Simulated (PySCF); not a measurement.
Molfile (atoms numbered from 1):
```
C5H8FN
     RDKit          3D

 15 14  0  0  0  0  0  0  0  0999 V2000
   -2.0393    0.4990    0.1381 C   0  0  0  0  0  0  0  0  0  0  0  0
   -0.5702    0.6562   -0.2342 C   0  0  0  0  0  0  0  0  0  0  0  0
    0.1010   -0.7034   -0.4129 C   0  0  0  0  0  0  0  0  0  0  0  0
    1.5667   -0.5628   -0.8320 C   0  0  2  0  0  0  0  0  0  0  0  0
    2.0937   -1.8088   -1.1137 F   0  0  0  0  0  0  0  0  0  0  0  0
    2.3514    0.0646    0.2182 C   0  0  0  0  0  0  0  0  0  0  0  0
    2.9516    0.5573    1.0551 N   0  0  0  0  0  0  0  0  0  0  0  0
   -2.1409   -0.0527    1.0695 H   0  0  0  0  0  0  0  0  0  0  0  0
   -2.5042    1.4732    0.2637 H   0  0  0  0  0  0  0  0  0  0  0  0
   -2.5753   -0.0390   -0.6405 H   0  0  0  0  0  0  0  0  0  0  0  0
   -0.4906    1.2262   -1.1633 H   0  0  0  0  0  0  0  0  0  0  0  0
   -0.0522    1.2187    0.5461 H   0  0  0  0  0  0  0  0  0  0  0  0
    0.0543   -1.2717    0.5191 H   0  0  0  0  0  0  0  0  0  0  0  0
   -0.4135   -1.2785   -1.1861 H   0  0  0  0  0  0  0  0  0  0  0  0
    1.6632    0.0296   -1.7548 H   0  0  0  0  0  0  0  0  0  0  0  0
  1  2  1  0
  2  3  1  0
  3  4  1  0
  4  5  1  0
  4  6  1  0
  6  7  3  0
  1  8  1  0
  1  9  1  0
  1 10  1  0
  2 11  1  0
  2 12  1  0
  3 13  1  0
  3 14  1  0
  4 15  1  6
M  END
```

Geometry: GFN2-xTB; GIAO absolute shieldings from PySCF, gas phase, non-relativistic, averaged over equivalent atoms.

At mPW1PW91/pcSseg-0 (79 basis functions, 6.9 s wall time on 1 thread of an Arm Neoverse V1, shared host):
| atoms | σ (ppm) |
| --- | --- |
| C6 | 62.6 |
| C4 | 106.3 |
| C3 | 152.9 |
| C2 | 175.2 |
| C1 | 177.7 |
| F5 | 409.0 |
| N7 | -55.5 |
| H15 | 27.86 |
| H13 | 31.05 |
| H14 | 31.25 |
| H12 | 31.72 |
| H8/H9/H10 | 31.99 |
| H11 | 32.12 |

What do these become at PBE0/pcSseg-1?

## Answers


```tsv
atoms	σ at PBE0/pcSseg-1	change
C6	65.0	+2.4
C4	103.9	-2.4
C3	145.1	-7.8
C2	165.2	-10.0
C1	170.8	-6.9
F5	383.2	-25.8
N7	-46.9	+8.6
H15	26.63	-1.23
H13	29.73	-1.32
H14	29.74	-1.51
H12	30.12	-1.60
H8/H9/H10	30.56	-1.43
H11	30.60	-1.52
```

The largest change is at F5 (fluorine on an sp3 carbon). Cost: 159 basis functions, 23 s wall time on 1 thread of an Arm Neoverse V1, shared host. The order of the carbon signals is the same at both levels.
